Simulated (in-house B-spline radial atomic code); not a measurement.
# RPA and G0W0 on PBEsol: the beryllium ion Be⁺

Configuration [He] 2s1, highest spin, mean-field start PBEsol. Computed with a B-spline radial code for spherical atoms: all electrons, scalar-relativistic (spin-free one-electron X2C), finite nucleus, each spin shell either full or empty, empty states to l = 9 with an (l + 1/2)⁻⁴ tail; G0W0 by contour deformation at full frequency.

RPA overbinds a lone outer s electron by self-correlation, and G0W0 tends to as well.

Command:
```bash
python run_gw.py task.json out
```
Settings (radii: box in bohr, nucleus in fm):
```
Z                        4
electrons                3
configuration            [He] 2s1
hamiltonian              x2c
method                   pbesol
lmax                     9
rms_radius               2.519
spin_polarised           True
box_radius               23.78
intervals                73
ion_configuration        1s2
```

Time taken, with all properties: 2.3 s on 1 thread of Arm Neoverse N1, with other jobs on the host.

Energies (hartree):

| term | value |
| --- | --- |
| mean-field total | -14.20802 |
| Hartree-Fock functional on these orbitals | -14.27784 |
| direct second order | -0.14388 |
| second-order exchange | 0.092946 |
| SOSEX correction | 0.076267 |

Problem. What is the RPA correlation energy, and what remains with SOSEX?

Solution. RPA gives -0.12336 hartree (-1.12 eV per electron); RPA + SOSEX gives -0.047095, and the second-order doubles -0.050937 hartree (no singles). SOSEX takes back 62 % of the RPA value.

Quasi-particle levels (eV):

| level | occupied | mean field | Σx - vxc | Σc | QP weight | G0W0 |
| --- | --- | --- | --- | --- | --- | --- |
| 2s up | yes | -14.342 | -3.81 | ? | ? | ? |
| 2p up | no | -10.323 | 4.58 | -1.04 | 0.907 | -6.783 |

G0W0 = mean field + (Σx - vxc) + Σc, with Σc (partial-wave tail included) taken at the quasi-particle energy. Levels of low weight are left out.

Problem. Where does G0W0 put 2s up?

Solution. At -18.900 eV, with Σc = -0.75 eV and a quasi-particle weight of 0.901. The tabulated removal energy is 18.211 eV (NIST, measured).

Problem. What does it cost to remove one electron (to 1s2) by differences of total energies, each species on its own start (correlation terms add to the Hartree-Fock functional)?

Solution. PBEsol 18.288 eV, Hartree-Fock functional 18.112 eV, + RPA 19.055 eV, + RPA + SOSEX 18.187 eV, + second order 18.205 eV. Tabulated: 18.211 eV (NIST, measured).
